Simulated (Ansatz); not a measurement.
Reaction (cleavage of the B–Al bond): `C[BH][AlH2]` + H₂Te → `CB[TeH]` + `[AlH3]`

Gas-phase electronic energies from Ansatz, PBE0-D4/def2-TZVP geometries. CBS: MP2 limit from def2 TZ/QZ plus the TZ coupled-cluster correction, frozen cores. This one scheme is used for every species. DFT in def2-TZVPP. def2 core potentials past Kr. For Te outer-core shells are correlated without core-valence functions, which leaves a few kJ/mol of doubt a bond.

| level | ΔE (kJ/mol) |
| --- | --- |
| BHLYP-D4 | -108.8 |
| PBE-QIDH | -114.0 |

(1) What does CCSD(T)/CBS give? (An estimate is asked.)

Largest T1 diagnostic among the species: 0.013.

Answers

(1) The calculation gave: -114.8 kJ/mol. The listed levels differ from it by 6.0, 0.8 kJ/mol.

At CCSD(T), def2-SVP lies +4.6 kJ/mol from the extrapolated value and def2-TZVPP +2.8 kJ/mol. Leaving LDA and LC-ωPBE aside and taking each functional with its dispersion term where it has one, the values, not all of them listed here, spread over 10.8 kJ/mol, from B97M-V to ωB97X-V. LDA lies −4.2 kJ/mol from PBE without D4. In def2-TZVPP, CCSD(T) changes the Hartree–Fock value by −9.9 kJ/mol (the triples alone add −4.0 kJ/mol) and MP2 by −23.3 kJ/mol.
